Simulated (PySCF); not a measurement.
C6H6, SMILES C=C=CC#CC. Atoms are numbered in the order given.

```xyz
12

C      2.9798     0.0097     0.6722
C      1.8412    -0.4524     0.2091
C      0.6939    -0.9332    -0.2644
C     -0.5552    -0.2489    -0.2364
C     -1.6491     0.3094    -0.2303
C     -2.9389     0.9824    -0.2166
H      3.2909    -0.1636     1.7180
H      3.6680     0.5938     0.0351
H      0.7072    -1.9454    -0.7170
H     -3.7366     0.3401    -0.6451
H     -2.9136     1.9220    -0.8087
H     -3.2462     1.2513     0.8165
```

The structure is a stationary point at PBE-D3(BJ)/def2-SVP.

Calculation: PBE/pcSseg-1 run with PySCF.

GIAO shieldings, no solvent; atoms alike by connectivity are averaged. δ = σ(ref) − σ: ¹³C against TMS (σ = 182.0 ppm); ¹H against TMS (σ = 31.49 ppm), references at their B3LYP-D3(BJ)/def2-TZVP geometries, non-relativistic.

Computed chemical shifts:
```csv
nucleus,atoms,count,δ (ppm)
¹³C,C2,1,236.6
¹³C,C5,1,102.0
¹³C,C3,1,84.8
¹³C,C1,1,83.2
¹³C,C4,1,79.2
¹³C,C6,1,10.5
¹H,H9,1,6.09
¹H,"H7, H8",2,5.64
¹H,"H10, H11, H12",3,2.67
```
